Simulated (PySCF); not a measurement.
## Static response to an electric field

C₅H₉NSi.
Structure used (GFN2-xTB), in Å, numbered top down from 1:
```
atom  x, y, z in Å
N1    -2.658    1.308    2.165
C2    -2.242    0.781    1.239
C3    -1.686    0.144    0.077
C4    -0.209    0.513   -0.079
C5     0.474   -0.134   -1.303
C6     1.786   -0.611   -0.646
Si7    1.090   -0.270    1.104
H8    -2.258    0.465   -0.801
H9    -1.800   -0.939    0.184
H10   -0.133    1.602   -0.127
H11   -0.108   -0.981   -1.668
H12    0.624    0.554   -2.135
H13    2.627    0.023   -0.917
H14    2.058   -1.632   -0.904
H15    0.600   -1.448    1.820
H16    1.827    0.634    1.980
```

Level: wB97X-D/def2-SVPD (PySCF), static field, nuclei fixed, core orbitals frozen in the response. The polarisability tensor in these axes (au):

```
x   89.08 -7.16 -5.67
y   -7.16 73.56  5.32
z   -5.67  5.32 92.34
```

Problem. What are the eigenvalues, a third of the trace, and Δα (Δα² = ½Σ(αi − αj)² over the three pairs)?

Solution. Principal values 70.33, 85.16 and 99.48 au; mean 84.99 au = 12.59 Å³ = 14.01 × 10⁻⁴⁰ C²·m²/J; Δα = 25.25 au (30 % of the mean).

Problem. What is the dipole moment, and where does it point?

Solution. (2.18, -1.73, -3.32) D, 4.33 D in size, pointing from the negative to the positive side. Measured along this direction, the outermost atoms are N1 at the negative end and H14 at the positive end.

Problem. Refractivity n − 1 of an ideal gas of it at 350 K and 1 atm, from the electronic α?

Solution. N = p/kT = 2.0968 × 10¹⁹ cm⁻³, so n − 1 = 2π × N × 12.59 × 10⁻²⁴ cm³ = 1659 × 10⁻⁶ at long wavelengths.

Problem. Estimate the molar refractivity from the static electronic polarisability.

Solution. Lorentz–Lorenz: R = (4π/3)N_A α = 2.5225 cm³/(mol·Å³) × 12.59 Å³ = 31.8 cm³/mol, in the limit of long wavelengths.

Problem. How large is μ²/3kT at 350 K beside α?

Solution. In Gaussian units μ²/3kT = 129.49 Å³ against 12.59 Å³, a ratio of 10.28; the Debye molar polarisation (4π/3)N_A(α + μ²/3kT) is 358.4 cm³/mol, leaving out the vibrational part.

Problem. What depolarisation ratio follows for Rayleigh scattering of linearly polarised light, taking the static tensor?

Solution. ρ = 3Δα²/(45ᾱ² + 4Δα²) = 1912.1/(325068 + 2549.4) = 0.00584.

Problem. Traceless (Buckingham) quadrupole moment about the centre of nuclear charge: eigenvalues?

Solution. -18.45, 8.23, 10.22 D·Å. The values depend on the origin, since the dipole doesn't vanish. The electronic extent ⟨r²⟩ about the same centre is 1067 bohr², a root-mean-square distance of 2.23 Å for the 60 electrons.

One conformer (not necessarily the lowest) at the GFN2-xTB geometry, without solvent, vibrations or thermal averaging.
